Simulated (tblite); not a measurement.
Species: C₆H₁₄N₂Si.
Geometry (GFN2-xTB, Å), atoms numbered from 1 in this order:
```xyz
23
C6H14N2Si angstrom
Si     3.954    0.379    0.532
N      2.390    0.235   -0.193
N      1.380   -0.308    0.515
C      0.207   -0.475    0.066
C     -0.797   -1.096    0.994
C     -2.019   -0.187    1.141
C     -2.613    0.130   -0.228
C     -1.570    0.796   -1.118
C     -0.349   -0.111   -1.289
H      4.754    0.966   -0.545
H      4.446   -0.943    0.921
H      3.886    1.257    1.701
H      2.190    0.534   -1.144
H     -0.325   -1.271    1.961
H     -1.116   -2.059    0.584
H     -2.766   -0.674    1.771
H     -1.717    0.742    1.631
H     -2.954   -0.794   -0.700
H     -3.477    0.789   -0.115
H     -2.000    1.022   -2.098
H     -1.255    1.739   -0.664
H      0.396    0.388   -1.914
H     -0.650   -1.030   -1.802
```

Calculated harmonic vibrations of the isolated species, GFN2-xTB (tblite), most abundant isotopes, no scaling. Against measured fundamentals such values can be off by several per cent, at times by over 20. Modes of hydrogen on silicon can be 10 to 20 % off. One conformer, not necessarily the lowest. The optimisation stopped once no atom felt more than 0.01 eV/Å.

Lowest wavenumbers of the output (negative numbers stand for imaginary wavenumbers):
```
mode    cm-1
  1     -27.8
  2      54.0
  3     104.0
  4     108.5
  5     183.9
  6     245.1
  7     297.3
  8     314.2
  9     378.0
 10     420.3
```

Is this structure a minimum?

Not by this Hessian. 1 mode is imaginary beyond 20i (28i cm⁻¹), so at this level the point lies at or near a first-order saddle. The curvature is small, so loose convergence or finite differences may be the whole cause.

Which atoms move in the imaginary mode?

28i: H11 (Si–H hydrogen) 22 %, H12 (Si–H hydrogen) 21 %, N2 (silicon-bound nitrogen) 19 %, Si1 (SiH3 silicon) 12 %. These are shares of the mass-weighted motion.

What is the remedy?

Step along that mode in both directions, optimise again with tighter thresholds and repeat the frequencies. The zero-point energy of this point (119.3 kcal/mol) counts the 62 real modes alone, and thermal corrections from it aren't those of a minimum.
